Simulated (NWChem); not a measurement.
Everything below was run with NWChem. System: Br$_{2}$, charge 0, spin multiplicity 1, displaced from the optimised geometry.

The NWChem input:

```
start mol
memory heap 100 mb stack 700 mb global 1900 mb
geometry units angstroms nocenter noautoz noautosym
  Br     0.000000     0.000000     1.149171
  Br     0.000000     0.000000    -0.804420
end
basis spherical
  * library def2-svp
end
scf
  rhf
  nopen 0
  maxiter 100
  thresh 1e-7
  semidirect memsize 60000000 filesize 0
end
tce
  freeze core 18
  cr-ccsd(t)
  2eorb
  2emet 13
  thresh 1e-6
  maxiter 100
  tilesize 24
end
task tce energy
```

The output up to the point where the run's verdict is printed (cleaned and shortened):

```
             Northwest Computational Chemistry Package (NWChem) 7.3.0
             --------------------------------------------------------

                                NWChem Input Module
                                -------------------

 Scaling coordinates for geometry "geometry" by  1.889725989
 (inverse scale =  0.529177249)

                             Geometry "geometry" -> ""
                             -------------------------

 Output coordinates in angstroms (scale by  1.889725989 to convert to a.u.)

  No.       Tag          Charge          X              Y              Z
 ---- ---------------- ---------- -------------- -------------- --------------
    1 Br                  35.0000     0.00000000     0.00000000     1.14917100
    2 Br                  35.0000     0.00000000     0.00000000    -0.80442000

 Effective nuclear repulsion energy (a.u.)     331.8208007841

            Nuclear Dipole moment (a.u.)
            ----------------------------
        X                 Y               Z
 ---------------- ---------------- ----------------
     0.0000000000     0.0000000000    22.8019723501


 Summary of "ao basis" -> "" (spherical)
 ------------------------------------------------------------------------------
       Tag                 Description            Shells   Functions and Types
 ---------------- ------------------------------  ------  ---------------------
 *                          def2-svp                  on all atoms

 Summary of "ao basis" -> "ao basis" (spherical)
 ------------------------------------------------------------------------------
       Tag                 Description            Shells   Functions and Types
 ---------------- ------------------------------  ------  ---------------------
 Br                         def2-svp                12       32   5s4p3d

                                 NWChem SCF Module
                                 -----------------

  ao basis        = "ao basis"
  functions       =    64
  atoms           =     2
  closed shells   =    35
  open shells     =     0
  charge          =   0.00
[...]
     1   0 0 1      0.000000      0.000000     22.801972

     2   2 0 0    -27.273307      0.000000      0.000000
     2   1 1 0     -0.000000      0.000000      0.000000
     2   1 0 1     -0.000000      0.000000      0.000000
     2   0 2 0    -27.273307      0.000000      0.000000
     2   0 1 1     -0.000000      0.000000      0.000000
     2   0 0 2    -24.905477      0.000000    245.935604

                   NWChem Extensible Many-Electron Theory Module
                   ---------------------------------------------


            General Information
            -------------------
      Number of processors :     1
         Wavefunction type : Restricted Hartree-Fock
          No. of electrons :    70
           Alpha electrons :    35
            Beta electrons :    35
           No. of orbitals :   128
            Alpha orbitals :    64
             Beta orbitals :    64
        Alpha frozen cores :    18
         Beta frozen cores :    18
     Alpha frozen virtuals :     0
      Beta frozen virtuals :     0
         Spin multiplicity : singlet
    Number of AO functions :    64
       Number of AO shells :    24
        Use of symmetry is : off
      Symmetry adaption is : off
         Schwarz screening : 0.10D-09

          Correlation Information
          -----------------------
          Calculation type : Coupled-cluster singles & doubles w/ perturbation
   Perturbative correction : Completely renormalized (T)
            Max iterations :      100
        Residual threshold : 0.10D-05
     T(0) DIIS level shift : 0.00D+00
     L(0) DIIS level shift : 0.00D+00
     T(1) DIIS level shift : 0.00D+00
     L(1) DIIS level shift : 0.00D+00
     T(R) DIIS level shift : 0.00D+00
     T(I) DIIS level shift : 0.00D+00
   CC-T/L Amplitude update :  5-th order DIIS
                I/O scheme : Global Array Library
        L-threshold :  0.10D-05
        EOM-threshold :  0.10D-05
 no EOMCCSD initial starts read in
 TCE RESTART OPTIONS
 SLICE:      F
 D4D5:       F
 quantumc:   F
 qrotation:  F
 pwtce:      F
 qducc:      F
 nacto:                         0
 nrotv:                         0
 nrot:                          0

            Memory Information
            ------------------
          Available GA space size is     249032704 doubles
          Available MA space size is     104854188 doubles

 Maximum block size supplied by input
 Maximum block size        24 doubles

 tile_dim =     17

 -------------------------------------------------

 Global array virtual files algorithm will be used

 Parallel file system coherency ......... OK

 4-electron integrals stored in orbital form

 v2    file size   =          1167450
 4-index algorithm nr.  13 is used
 imaxsize =       30
 imaxsize ichop =        0


CCSD iterations
 ---------------------------------------------------------
 Iter          Residuum       Correlation     Cpu    Wall
 ---------------------------------------------------------
    1   0.1571579607388  -0.4578427195132     0.2     0.2
    2   0.0277790014793  -0.4541983237004     0.2     0.2
    3   0.0082497066969  -0.4594681493247     0.2     0.2
    4   0.0028389162202  -0.4599218204137     0.2     0.2
    5   0.0011027211125  -0.4602328789792     0.3     0.3
    6   0.0003025648544  -0.4603342076843     0.2     0.2
    7   0.0001361764610  -0.4603487981679     0.3     0.3
    8   0.0000720243322  -0.4603494565053     0.3     0.3
    9   0.0000382941878  -0.4603497208185     0.2     0.2
   10   0.0000206453869  -0.4603500037641     0.2     0.2
   11   0.0000012234635  -0.4603503636867     0.2     0.2
   12   0.0000003827978  -0.4603503520476     0.2     0.2
 -----------------------------------------------------------------
 Iterations converged
 CCSD correlation energy / hartree =        -0.460350352047647
 CCSD total energy / hartree       =     -5144.583164659669819

 Singles contributions

 Doubles contributions
 CR-CCSD(T)
```

The program stopped with an error. NWChem stopped with the message: ccsd_t 3.
